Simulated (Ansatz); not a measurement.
CH₅ClO₂Si, SMILES `O[SiH2]C(O)Cl`, 10 atoms. Total charge 0; spin multiplicity 1. All runs use 4 threads of an Arm Neoverse V1 on a shared host. Correlated methods freeze the cores.

Task: How many basis functions does each run have, and how long does it take in Ansatz? RHF-CCSD(T)/def2-SVP energy; RKS PBE0-D4/def2-TZVP frequencies; RKS PBE0-D4/def2-SVP energy; RKS r2SCAN0-D4/def2-TZVPP energy; RKS PBE0-D4/def2-QZVPP energy; RKS ωB97M-V/def2-QZVPP energy; RKS r2SCAN-D4/def2-TZVPP energy and forces; RKS PBE-QIDH (frozen core)/def2-TZVPP energy; direct RPA on PBE orbitals/def2-TZVPP energy; RHF-MP2/def2-QZVPP energy; RHF-CCSD(T)/def2-TZVPP energy; RKS ωB97M-V/def2-SVP energy. (Estimate.)

Result: Ansatz gave: Other jobs shared the machine, so times are rough.

```tsv
level	job	functions	wall time	peak host memory (GiB)
RKS PBE0-D4/def2-SVP	energy	103	1.1 s	0.44
RHF-CCSD(T)/def2-SVP	energy	103	4.7 s	0.44
RKS ωB97M-V/def2-SVP	energy	103	4.9 s	0.44
direct RPA on PBE orbitals/def2-TZVPP	energy	247	5.5 s	0.57
RKS r2SCAN-D4/def2-TZVPP	energy and forces	247	5.5 s	0.36
RKS r2SCAN0-D4/def2-TZVPP	energy	247	6 s	0.67
RKS PBE-QIDH (frozen core)/def2-TZVPP	energy	247	6 s	0.65
RKS PBE0-D4/def2-QZVPP	energy	461	9 s	1.7
RKS ωB97M-V/def2-QZVPP	energy	461	21 s	2
RHF-MP2/def2-QZVPP	energy	461	21 s	2.7
RKS PBE0-D4/def2-TZVP	frequencies	197	2.5 min	0.59
RHF-CCSD(T)/def2-TZVPP	energy	247	2.6 min	5.1
```
